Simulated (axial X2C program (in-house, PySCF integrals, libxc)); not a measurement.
**Excited states of SrF⁺ by EOM-EE-CCSD**

Computed with an in-house all-electron X2C program for linear molecules (integrals from PySCF): two-component X2C with atomic mean-field Coulomb and Gaunt terms, Gaussian nuclei, basis Sr dyall-acv3z, F dyall-av3z with contracted cores.

R = 1.988 Å (near the PBE0 minimum at charge 1 of the determinant lowest at the starting distance; the state shown can have its own minimum elsewhere).

Hartree–Fock spinors of SrF⁺ (one of each Kramers pair; a window near the gap, which can cut inner shells):

```
  ω  occupied  ε (eV)                    character
1/2       yes  -19.34    90% F p, 5% Sr d, 2% Sr f
1/2       yes  -19.29    87% F p, 6% Sr d, 3% Sr p
3/2       yes  -19.28    92% F p, 5% Sr d, 3% Sr f
1/2        no   -4.88   78% Sr s, 15% Sr p, 3% F p
1/2        no   -3.24   77% Sr p, 20% Sr d, 3% F p
3/2        no   -3.21   77% Sr p, 20% Sr d, 3% F p
1/2        no   -2.86  50% Sr p, 43% Sr d, 4% Sr s
3/2        no   -2.39                     98% Sr d
5/2        no   -2.39                     98% Sr d
```

Vertical excitation energies from the closed-shell determinant state of SrF⁺:

```csv
Ω,excitation (eV),cm⁻¹,hole of the leading pair,particle of the leading pair,weight of the pair (for Ω = 0 its time-reversed partner can hold as much again),singles weight
0⁻,7.128,57494,"85% F pσ, 7% Sr dσ","79% Sr sσ, 7% Sr dσ",0.46,0.93
1,7.129,57496,"85% F pσ, 7% Sr dσ","79% Sr sσ, 7% Sr dσ",0.93,0.93
0⁺,7.174,57860,"85% F pσ, 7% Sr dσ","79% Sr sσ, 8% Sr dσ",0.46,0.93
2,7.254,58505,92% F pπ,"79% Sr sσ, 7% Sr dσ",0.93,0.93
1,7.266,58605,92% F pπ,"79% Sr sσ, 7% Sr dσ",0.77,0.93
0⁻,7.294,58827,91% F pπ,"79% Sr sσ, 7% Sr dσ",0.46,0.93
0⁺,7.294,58830,91% F pπ,"79% Sr sσ, 7% Sr dσ",0.46,0.93
1,7.326,59090,91% F pπ,"79% Sr sσ, 7% Sr dσ",0.77,0.93
1,9.061,73081,"85% F pσ, 7% Sr dσ",99% Sr dδ,0.92,0.93
2,9.069,73144,"85% F pσ, 7% Sr dσ",99% Sr dδ,0.74,0.93
3,9.085,73274,"85% F pσ, 7% Sr dσ",99% Sr dδ,0.92,0.93
2,9.109,73467,"85% F pσ, 7% Sr dσ",99% Sr dδ,0.74,0.93
```

This point took 2.8 min on 1 thread of Arm Neoverse N1, on a shared host.

Reference electrons by ω block (each with its −ω partner): 1/2: 16, 3/2: 6, 5/2: 1. 16 electrons of SrF⁺ correlated (inner shells frozen), 88 natural virtual spinors (a truncated set); levels can be off by some tenths of an eV. Roots sought by Ω: (0: 5, 1: 4, 2: 3, 3: 1); the list ends where they run out and leaves out roots under 60 % singles weight. The solver can skip a root, and states that need a further excitation, which the method places far too high, are missing though they may lie low or lowest. T1 of the reference 0.015 (Lee–Taylor). Some roots did not converge and are left out. Number of frozen shells: Sr 3 s, 2 p, 1 d; F 1 s.
